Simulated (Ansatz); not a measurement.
A single point on C4H11AlO, SMILES `C[CH2][Al]([OH])[CH2]C`.

```yaml
crystal:
  periodic: [false, false, false]
  atoms:
    - {symbol: C, position_ang: [-1.367473, 1.709975, -0.306574]}
    - {symbol: C, position_ang: [-0.722862, 0.806799, -1.360820]}
    - {symbol: Al, position_ang: [0.873661, -0.168494, -0.761106]}
    - {symbol: O, position_ang: [2.107583, -0.567288, -1.869286]}
    - {symbol: C, position_ang: [1.150304, -0.760079, 1.083589]}
    - {symbol: C, position_ang: [-0.021028, -1.537129, 1.692402]}
    - {symbol: H, position_ang: [-0.690488, 2.507758, 0.012394]}
    - {symbol: H, position_ang: [-2.278124, 2.192448, -0.674760]}
    - {symbol: H, position_ang: [-1.641627, 1.152200, 0.593071]}
    - {symbol: H, position_ang: [-0.475811, 1.388752, -2.256883]}
    - {symbol: H, position_ang: [-1.455706, 0.063176, -1.703844]}
    - {symbol: H, position_ang: [2.082155, -0.316930, -2.791019]}
    - {symbol: H, position_ang: [2.065665, -1.360169, 1.122213]}
    - {symbol: H, position_ang: [1.356374, 0.125115, 1.700115]}
    - {symbol: H, position_ang: [0.162438, -1.807586, 2.736797]}
    - {symbol: H, position_ang: [-0.950153, -0.960180, 1.671387]}
    - {symbol: H, position_ang: [-0.214009, -2.468871, 1.152620]}
basis:
  gaussian: {orbitals: def2-QZVPP}
correlation: {method: mp2}
```

```sh
$ ansatz run in.yaml --threads 4 --pin off --events-out ev --progress --plain --max-ram 11315MiB
```

Output, abridged:

```
Functional definition: HF
4047 factors; integrals over basis functions are off by at most 1.1e-3 eV
mean field evaluation 1: about -12913.6212 eV, gradient 5.8e1 eV
mean field evaluation 2: about -12913.7312 eV, gradient 5.8e1 eV
mean field evaluation 4: about -12920.9766 eV, gradient 5.3e0 eV
mean field evaluation 8: about -12921.0725 eV, gradient 3.7e-1 eV
mean field -12921.07308061 eV, -474.8406774946 hartree, gradient 2.4e-6 eV, S^2 0.000000; 0 other end points of the search recorded, 0 dependent functions left out
10 core orbitals not correlated: weight in the atoms' cores, before any rotation towards them, 1.000 or more for the frozen orbitals, at most 0.000 for the correlated occupied ones
reference -12921.07308061 eV, -474.8406774946 hartree; 18, 18 occupied and 657, 657 virtual orbitals, 4047 factors
second order -29.97907455 eV of doubles, -0.00000000 eV of singles
Total energy: -12951.05215516 eV, -475.9423881638 hartree
```

Hardware: 4 threads of an Arm Neoverse V2 on a shared host. Wall time 63 s, peak host memory 6.9 GiB.
